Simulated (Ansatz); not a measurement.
```yaml
crystal:
  periodic: [false, false, false]
  atoms:
    - {symbol: B, position_ang: [-0.537680, 0.681787, -0.717999]}
    - {symbol: N, position_ang: [-0.005943, 0.570207, 0.579730]}
    - {symbol: C, position_ang: [0.399850, -0.763919, 0.196457]}
    - {symbol: O, position_ang: [-0.155680, -0.603671, -1.114450]}
    - {symbol: H, position_ang: [-1.114084, 1.512858, -1.342060]}
    - {symbol: H, position_ang: [0.117805, 1.049084, 1.448959]}
    - {symbol: H, position_ang: [-0.093240, -1.575607, 0.740752]}
    - {symbol: H, position_ang: [1.481272, -0.927738, 0.152709]}
basis:
  gaussian: {orbitals: def2-SVPD}
hamiltonian: {xc: {name: wPBEh}}
multiplicity: 3
```

```sh
$ ansatz run in.yaml --threads 2 --pin off --events-out ev --progress --plain --max-ram 4352MiB
```

It prints (some lines left out):

```
Error: YAML parse error: error: line 15 column 1: unknown field `multiplicity`, expected one of crystal, accuracy, basis, kpoints, hamiltonian, magnetization, projection, total_charge, correlation, batch, efield, external_charges, scf, relax, neb, saddle, md, ramp, phonons, dielectric, real_time, elastic, magnetic_configurations, gw, evaluate, workflow, output, checkpoint, execution
13 |   gaussian: {orbitals: def2-SVPD}
14 | hamiltonian: {xc: {name: wPBEh}}
15 | multiplicity: 3
```

(1) What is wrong with this run?

## Answers

(1) The input holds a key that doesn't belong there. The input was rejected before any iteration.
